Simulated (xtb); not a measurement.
xtb input (GFN-FF):

```bash
xtb mol.xyz --gfnff --opt tight --chrg 0 --uhf 0
```
mol.xyz:
```
3

Hg     0.00000000     0.00000000     0.00000000
Cl    -0.00000000    -0.00000000    -2.28483868
Cl     0.00000000     0.00000000     2.28483868
```

End of the output:

```
         :::::::::::::::::::::::::::::::::::::::::::::::::::::
         ::                     SUMMARY                     ::
         :::::::::::::::::::::::::::::::::::::::::::::::::::::
         :: total energy              -0.086595249215 Eh    ::
         :: gradient norm              0.000000069978 Eh/a0 ::
         ::.................................................::
         :: bond energy               -0.066856706152 Eh    ::
         :: angle energy               0.000000000000 Eh    ::
         :: torsion energy             0.000000000000 Eh    ::
         :: repulsion energy           0.003147225602 Eh    ::
         :: electrostat energy        -0.021556148603 Eh    ::
         :: dispersion energy         -0.001329620062 Eh    ::
         :: HB energy                  0.000000000000 Eh    ::
         :: XB energy                  0.000000000000 Eh    ::
         :: bonded atm energy          0.000000000000 Eh    ::
         :: external energy            0.000000000000 Eh    ::
         :: add. restraining           0.000000000000 Eh    ::
         :: total charge              -0.000000000000 e     ::
         :::::::::::::::::::::::::::::::::::::::::::::::::::::

           -------------------------------------------------
          |                Property Printout                |
           -------------------------------------------------

molecular dipole:
                 x           y           z       tot (Debye)
 q only:        0.000      -0.000       0.000       0.000
           -------------------------------------------------
          |                Geometry Summary                 |
           -------------------------------------------------

      molecular mass/u    :      271.5050422
   center of mass at/Å    :       -0.0000000       0.0000000      -0.0000000
  moments of inertia/u·Å² :        0.1488762E-34   0.3838589E+03   0.3838589E+03
rotational constants/cm⁻¹ :        0.1132325E+37   0.4391622E-01   0.4391622E-01

 * 2 selected distances

     #   Z          #   Z                                           value/Å
     1  80 Hg       2  17 Cl                                      2.3267232 (min)
     1  80 Hg       3  17 Cl                                      2.3267232 (max)

 * 1 distinct bonds (by element types)

   Z      Z             #   av. dist./Å        max./Å        min./Å
  17 Cl  80 Hg          2     2.3267232     2.3267232     2.3267232

optimized geometry written to: xtbopt.xyz

           -------------------------------------------------
          | TOTAL ENERGY               -0.086595249215 Eh   |
          | GRADIENT NORM               0.000000069978 Eh/α |
           -------------------------------------------------
########################################################################
[WARNING] Runtime exception occurred
-1- gfnff_setup: Could not read topology file.
########################################################################

------------------------------------------------------------------------
------------------------------------------------------------------------
 total:
 SCF:
 ANC optimizer:
Note: The following floating-point exceptions are signalling: IEEE_UNDERFLOW_FLAG IEEE_DENORMAL
normal termination of xtb
```
